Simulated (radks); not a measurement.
All-electron atom: Hf71+ in 1s1. Method: Dirac Kohn-Sham, BLYP, spin-unpolarised, spherical densities, finite nucleus; Fermi nuclear charge, rms radius 5.347 fm; computed with a radial shooting solver on a logarithmic mesh with Libxc functionals.

Normalised radial functions P(r) = r R(r) (large component), r in bohr:

r	1s1/2	2s1/2	2p1/2
0.001013	1.6739	0.6458	0.0633
0.001227	1.9412	0.7474	0.0781
0.001475	2.2304	0.8567	0.0960
0.001787	2.5682	0.9832	0.1196
0.002148	2.9266	1.1159	0.1486
0.002603	3.3352	1.2648	0.1874
0.003129	3.7557	1.4144	0.2352
0.003791	4.2165	1.5727	0.2995
0.004593	4.6862	1.7251	0.3829
0.005521	5.1263	1.8546	0.4855
0.00669	5.5491	1.9570	0.6226
0.008042	5.8881	2.0044	0.7892
0.009744	6.1338	1.9760	1.0068
0.01171	6.2261	1.8473	1.2635
0.01419	6.1336	1.5777	1.5856
0.01706	5.8368	1.1658	1.9451
0.02067	5.3012	0.5620	2.3636
0.02504	4.5578	-0.2108	2.8035
0.0301	3.7055	-1.0700	3.2083
0.03648	2.7604	-2.0076	3.5582
0.04384	1.9015	-2.8292	3.7606
0.05312	1.1498	-3.4605	3.7676
0.06386	0.6223	-3.7248	3.5384
0.07737	0.2778	-3.5793	3.0584
0.093	0.1060	-3.0767	2.4333
0.1127	0.0307	-2.3206	1.7258
0.1365	0.0067	-1.4776	1.0509
0.1641	0.0011	-0.7670	0.5286
0.1989	0.0001	-0.3063	0.2060
0.239	0.0000	-0.0978	0.0647

1s1/2: eigenvalue -75539 eV, 0 radial nodes, <r> = 0.0188 bohr, 90 % of the charge inside 0.0341 bohr. 2s1/2 (empty): eigenvalue -19342.3 eV, 1 radial node at r = 0.0239 bohr, <r> = 0.0767 bohr, 90 % of the charge inside 0.119 bohr. 2p1/2 (empty): eigenvalue -19165.8 eV, 0 radial nodes, <r> = 0.0624 bohr, 90 % of the charge inside 0.104 bohr.
